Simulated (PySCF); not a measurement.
Ge(H)(NMe2) (C₂H₇GeN), SMILES C[N](C)[GeH] (connectivity only; charge and spin as stated), neutral, multiplicity 1.

Geometry: PBE0-D3(BJ)/def2-SVP. The structure was generated by enumeration; whether it is a known compound was not checked.

All values below come from TDDFT-PBE/def2-SVPD (PySCF).

Vertical excitations. Gas-phase values at a fixed geometry. State labels are in the subgroup Cs.

Computed UV-visible absorptions:
```
state  symmetry  energy (eV)  λ (nm)      f                          main pairs
-----  --------  -----------  ------  -----  ----------------------------------
S1           A"         3.45     360  0.015                      HOMO→LUMO 99 %
S2           A'         4.46     278  0.151                    HOMO−1→LUMO 97 %
S3           A'         5.27     235  0.059  HOMO→LUMO+1 84 %, HOMO→LUMO+2 14 %
S4           A"         5.59     222  0.000                  HOMO−1→LUMO+1 99 %
S5           A"         5.74     216  0.008                    HOMO−2→LUMO 97 %
S6           A'         6.01     206  0.142                    HOMO→LUMO+2 79 %
S7           A"         6.22     199  0.005                  HOMO−1→LUMO+2 98 %
S8           A'         6.41     193  0.015  HOMO→LUMO+4 73 %, HOMO→LUMO+3 26 %
S9           A'         6.47     192  0.121  HOMO→LUMO+3 62 %, HOMO→LUMO+4 23 %
S10          A"         6.76     183  0.000                    HOMO−3→LUMO 98 %
T1           A"         2.49     499      0                      HOMO→LUMO 99 %
T2           A'         2.92     425      0                    HOMO−1→LUMO 99 %
T3           A'         4.70     264      0                    HOMO→LUMO+1 85 %
T4           A"         5.26     236      0                    HOMO−2→LUMO 90 %
```
Triplets are in the Tamm–Dancoff approximation, which puts them higher than full response would, so one can lie above its singlet here.
